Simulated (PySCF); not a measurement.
# `CC[SiH2]C1=C[C@@H](C#N)C1`: 4 charge schemes on one density

Species: C7H11NSi.
Numbering: `[CH3:1][CH2:2][SiH2:3][C:4]1=[CH:5][C@@H:6]([C:7]#[N:8])[CH2:9]1` (hydrogens: H10, H11, H12 on C1; H13, H14 on C2; H15, H16 on Si3; H17 on C5; H18 on C6; H19, H20 on C9)

Cartesian coordinates in Å at the GFN2-xTB level; atoms count from 1:
```
atom  x, y, z in Å
C1    -3.5331    0.2016   -0.5360
C2    -2.0698   -0.1645   -0.7543
Si3   -0.9444    0.4342    0.6559
C4     0.8173   -0.0673    0.2588
C5     1.4254   -0.7368   -0.7261
C6     2.8128   -0.6023   -0.1408
C7     3.7304    0.1666   -0.9297
N8     4.4393    0.7970   -1.5697
C9     2.1094    0.1823    1.0070
H10   -3.9054   -0.2400    0.3856
H11   -3.6536    1.2803   -0.4660
H12   -4.1516   -0.1555   -1.3580
H13   -1.7348    0.2639   -1.7006
H14   -1.9882   -1.2480   -0.8611
H15   -1.3299   -0.1875    1.9315
H16   -0.9972    1.8961    0.7907
H17    1.0990   -1.2071   -1.6353
H18    3.2875   -1.5393    0.1639
H19    2.1816   -0.2915    1.9840
H20    2.4002    1.2284    1.0877
```

Density: PBE0/pcSseg-1 (PySCF); schemes: Mulliken, IAO, Hirshfeld and ESP-fitted. One conformer (not necessarily the lowest) at the GFN2-xTB geometry, without solvent, vibrations or thermal averaging.

Task: For which atoms does the sign change between the 4 schemes (beyond +0.03 e in one, beyond −0.03 e in another)?

Result: For none.

Task: At which atom do the 4 schemes differ most?

Result: At C2: from -0.586 (Mulliken) to +0.021 e (ESP-fitted), 0.607 e apart.

Task: Which atoms carry the highest charge in the Mulliken, IAO, Hirshfeld and ESP-fitted schemes?

Result: The schemes don't all agree: Mulliken Si3 (+0.719); IAO Si3 (+0.747); Hirshfeld Si3 (+0.341); ESP-fitted C7 (+0.341).

Task: Give the atomic charges in each scheme.

Result: In e:

| atom | environment | Mulliken | IAO | Hirshfeld | ESP-fitted |
| --- | --- | --- | --- | --- | --- |
| C1 | methyl carbon | -0.281 | -0.410 | -0.116 | -0.232 |
| C2 | sp3 carbon bound to silicon | -0.586 | -0.531 | -0.153 | +0.021 |
| Si3 | SiH2 silicon | +0.719 | +0.747 | +0.341 | +0.241 |
| C4 | fully substituted alkene carbon | -0.391 | -0.261 | -0.086 | -0.034 |
| C5 | alkene CH carbon | -0.022 | -0.133 | -0.032 | -0.188 |
| C6 | sp3 carbon next to a nitrile | -0.315 | -0.156 | -0.006 | -0.020 |
| C7 | nitrile carbon | +0.151 | +0.138 | +0.079 | +0.341 |
| N8 | nitrile nitrogen | -0.252 | -0.253 | -0.235 | -0.466 |
| C9 | allylic carbon | -0.050 | -0.242 | -0.059 | -0.231 |
| H10 | methyl hydrogen | +0.116 | +0.138 | +0.039 | +0.066 |
| H11 | methyl hydrogen | +0.118 | +0.138 | +0.040 | +0.061 |
| H12 | methyl hydrogen | +0.122 | +0.144 | +0.042 | +0.063 |
| H13 | methylene hydrogen | +0.145 | +0.148 | +0.041 | +0.023 |
| H14 | methylene hydrogen | +0.142 | +0.146 | +0.040 | +0.009 |
| H15 | Si–H hydrogen | -0.085 | -0.124 | -0.079 | -0.076 |
| H16 | Si–H hydrogen | -0.081 | -0.122 | -0.076 | -0.067 |
| H17 | vinylic hydrogen | +0.079 | +0.155 | +0.058 | +0.139 |
| H18 | methine hydrogen | +0.176 | +0.175 | +0.064 | +0.107 |
| H19 | methylene hydrogen | +0.143 | +0.149 | +0.049 | +0.112 |
| H20 | methylene hydrogen | +0.150 | +0.155 | +0.050 | +0.131 |

Mean size of the charges over all atoms: IAO 0.223 e, Mulliken 0.206 e, ESP-fitted 0.131 e, Hirshfeld 0.084 e. Each set sums to the total charge, 0, to within 0.001 e. The IAO scheme projects the occupied orbitals on a minimal set of polarised atomic orbitals and counts the electrons in each atom's part of it. The Hirshfeld scheme divides the density at each point in proportion to the densities of the neutral, spherically averaged free atoms.

Task: How closely do the schemes follow one another over all atoms?

Result: Correlation coefficient and root-mean-square difference: Mulliken with IAO 0.96, 0.078 e; IAO with Hirshfeld 0.93, 0.172 e; Mulliken with Hirshfeld 0.89, 0.177 e; Hirshfeld with ESP-fitted 0.78, 0.113 e; IAO with ESP-fitted 0.67, 0.202 e; Mulliken with ESP-fitted 0.56, 0.224 e.

Task: How many electrons does the ESP-fitted scheme count on C1?

Result: Z − q = 6 − (-0.232) = 6.232.

Task: Sum the charges by element, for elements with more than one atom.

Result: 
```csv
element,atoms,Mulliken,IAO,Hirshfeld,ESP-fitted
C,7,-1.494,-1.595,-0.374,-0.343
H,11,+1.026,+1.101,+0.268,+0.568
```

These values come from a run that also computed NMR shieldings. Hardware: one thread, Arm Neoverse N1 (aarch64), on a shared host. Cost: 77 s of wall time, 0.96 GiB resident at most.
